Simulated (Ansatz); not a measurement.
A nudged elastic band was laid between two geometries of AlFH₃OSi (7 atoms, charge 0, multiplicity 2).

These are results of UKS BHLYP/def2-SVP (Ansatz), not measurements.

```
movable images  : 5
climbing image  : yes
spring          : 5.0 eV/Å²
optimiser       : quadratic models (default)
start path      : through a guess of the saddle point
force threshold : 0.05 eV/Å
iteration limit : 60
end points      : relaxed
```

First end point:

```xyz
7
Properties=species:S:1:pos:R:3
F 0.597 -3.050 1.205
Al -0.611 -2.062 0.650
O -0.238 -0.499 0.150
Si 0.020 1.029 -0.387
H -0.615 1.216 -1.713
H -0.564 2.006 0.561
H 1.473 1.291 -0.512
```

Last end point:

```xyz
7
Properties=species:S:1:pos:R:3
F 0.030 -2.662 -0.032
Al -0.600 -1.807 1.307
O -0.127 -0.202 -0.141
Si -0.088 1.459 -0.457
H 0.203 -0.839 -0.786
H -0.670 2.090 0.746
H 1.314 1.893 -0.683
```

(1) What changes between the two ends?

(2) Give the energies along the band, and the barrier.

(3) What is the geometry of the highest image?

Results:

(1) Bonds broken: Al2–O3, Si4–H5. Bonds formed: O3–H5.

(2) It converged. The highest image is number 4 of 0 to 6, 85.0 kcal/mol above the first end and 36.8 kcal/mol above the last; the last end lies 48.2 kcal/mol above the first. Neighbouring images differ by up to 3.0 eV, so the band resolves the path poorly. A vibrational analysis at the climbing image gives one clearly imaginary mode, 1736i cm⁻¹: a first-order saddle point.

```csv
image,path coordinate (Å),energy (kcal/mol),Al2–O3 (Å),Si4–H5 (Å),O3–H5 (Å)
0,0.00,0.0,1.68,1.48,2.56
1,0.80,0.0,1.68,1.48,2.56
2,1.60,0.0,1.68,1.48,2.56
3,2.40,14.8,1.66,1.47,2.10
4,3.20,85.0,1.74,1.64,1.23
5,5.54,51.7,3.46,2.28,0.96
6,7.88,48.2,2.21,2.34,0.97
```

(3) 
```xyz
7
Properties=species:S:1:pos:R:3:forces:R:3
F -0.319 -3.197 0.286 0.00 0.00 0.00
Al 0.019 -1.767 1.050 0.00 0.00 0.00
O -0.030 -0.371 0.020 0.00 0.00 0.00
Si 0.071 1.385 -0.517 0.00 0.00 0.00
H -0.247 -0.087 -1.158 0.00 0.00 0.00
H -0.860 2.124 0.382 0.00 0.00 0.00
H 1.428 1.844 -0.107 0.00 0.00 0.00
```

Run time: 8.7 min on 2 threads of Intel(R) Xeon(R) Platinum 8259CL CPU @ 2.50GHz (Skylake/Cascade Lake), on a shared host, peak memory 0.24 GiB.
